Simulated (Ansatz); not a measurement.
Born–Oppenheimer molecular dynamics of a periodic cell of 36 atoms, H$_{6}$C$_{2}$O (contents 4 CH3CH2OH, density as packed 0.79 g/cm³ with natural masses). It goes on from the last frame of an earlier run, with new velocities.

Computed with DFT PBE-D3(BJ), scalar-relativistic, plane waves, PAW (Ansatz). Settings: accuracy low, cutoff 420 eV, k mesh 1x1x1, fermi-dirac smearing 0.02 eV, no spin polarisation.

```json
{"ensemble": "NVE (velocity Verlet)", "time step": "0.75 fs", "steps asked": "400", "starting velocities drawn for": "1000 K", "seed": "748026"}
```

First frame:

```xyz
36
Lattice="7.2936 0.0000 0.0000 0.0000 7.2936 0.0000 0.0000 0.0000 7.2936" Properties=species:S:1:pos:R:3
C 3.486 5.617 -0.227
C 3.128 4.618 0.795
O 3.502 3.300 0.759
H 2.685 2.791 1.019
H 3.729 5.107 1.601
H 1.972 4.679 0.992
H 3.093 6.592 0.132
H 4.649 5.669 0.024
H 3.410 5.340 -1.298
C 5.264 5.166 3.318
C 6.632 5.463 3.911
O 6.895 6.889 4.173
H 6.510 7.071 5.059
H 6.796 5.038 4.995
H 7.290 5.046 3.230
H 5.138 4.063 3.485
H 4.597 5.614 4.101
H 5.415 5.569 2.293
C 2.565 0.951 3.646
C 2.712 0.981 5.099
O 3.503 2.028 5.675
H 2.819 2.691 5.896
H 1.596 0.795 5.506
H 3.127 0.070 5.499
H 2.103 -0.031 3.397
H 1.811 1.742 3.298
H 3.535 0.930 3.255
C 7.383 2.471 -0.505
C 6.895 2.110 0.848
O 7.643 1.039 1.444
H 7.560 0.991 2.422
H 6.874 3.001 1.374
H 5.863 1.787 0.782
H 7.066 1.639 -1.117
H 6.737 3.359 -0.815
H 8.410 2.902 -0.602
```

Q: What does the run give?

A: The run went to its last step.

```
steps done                                               : 400
time covered                                             : 300 fs
mean temperature over the second half                    : 906 K
spread of the potential energy over the second half      : 11.8 meV per atom
mean potential energy of the second half above the start : 12.4 meV per atom
```

The conserved energy stayed within 1.3 meV per atom of its start (net change 0.49 meV per atom), so there is no drift, though single steps change it by up to 27 meV in the whole system, a sign of fast motions only just resolved. A run of 0.3 ps of so small a system gives no equilibrium averages. Limits of this set-up: coarse k mesh, low accuracy level.

Q: What happens to the structure?

A: Mean squared displacements from the first frame to the last, about the centre of mass: C 2.75 Å², O 3.89 Å², H 5.22 Å². Another seed would give other details.

Q: How do temperature and energy run in time?

A: 
| time (fs) | T (K) | potential energy less start (eV) | conserved less start (meV/atom) |
| --- | --- | --- | --- |
| 0.0 | 1000 | 0.000 | 0.00 |
| 15.0 | 932 | 0.336 | 0.74 |
| 30.0 | 889 | 0.532 | 0.83 |
| 45.0 | 888 | 0.522 | 0.38 |
| 60.0 | 945 | 0.283 | 0.93 |
| 75.0 | 886 | 0.539 | 0.70 |
| 90.0 | 840 | 0.752 | 0.81 |
| 105.0 | 1004 | -0.002 | 0.50 |
| 120.0 | 894 | 0.499 | 0.58 |
| 135.0 | 933 | 0.313 | 0.26 |
| 150.0 | 947 | 0.261 | 0.58 |
| 165.0 | 999 | 0.026 | 0.65 |
| 180.0 | 884 | 0.547 | 0.57 |
| 195.0 | 749 | 1.173 | 1.06 |
| 210.0 | 933 | 0.324 | 0.59 |
| 225.0 | 970 | 0.148 | 0.28 |
| 240.0 | 733 | 1.237 | 0.80 |
| 255.0 | 849 | 0.702 | 0.55 |
| 270.0 | 910 | 0.422 | 0.47 |
| 285.0 | 895 | 0.502 | 0.70 |
| 300.0 | 946 | 0.260 | 0.49 |

The run took 8.4 min on 1 thread of AMD EPYC 9B14 (Zen 4), on a shared host, peak memory 0.49 GiB.
